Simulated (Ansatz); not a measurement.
Job for Ansatz (a quantum-chemistry and plane-wave program): U-PBE/def2-TZVPP on ClFGeH2 (SMILES [F][GeH2][Cl]), a point of a bond scan (R = 1.936 Å).

Ansatz 0.2 input:
```yaml
crystal:
  periodic: [false, false, false]
  atoms:
    - {symbol: Ge, position_ang: [-0.48721924, -0.28782149, 0.04175761]}
    - {symbol: F, position_ang: [-1.17043530, 1.31354765, 0.03434333]}
    - {symbol: Cl, position_ang: [1.43101659, -0.06601664, -0.09265942]}
    - {symbol: H, position_ang: [-0.82640627, -0.91124549, 1.39620161]}
    - {symbol: H, position_ang: [-0.99927659, -0.99707760, -1.21242615]}
basis:
  gaussian:
    orbitals: def2-TZVPP
hamiltonian:
  xc: {name: PBE}
magnetization: {spin_polarized: true, initial_magnetization: 0}
```

The head of its log:

```
WARN ansatz: RAYON_NUM_THREADS=1 ignored (pool sized by the plan → 1); use --threads N
Functional definition: PBE
integrals: 0.07 GiB planned
926 factors; their error is unknown
mean field: 0.57 GiB planned
mean field evaluation 1: about -71774.4900 eV, gradient 3.2e1 eV
mean field evaluation 2: about -71761.8464 eV, gradient 7.5e1 eV
```

### Question
What total energy does the run end on?

### Answer
-2637.7609 hartree.
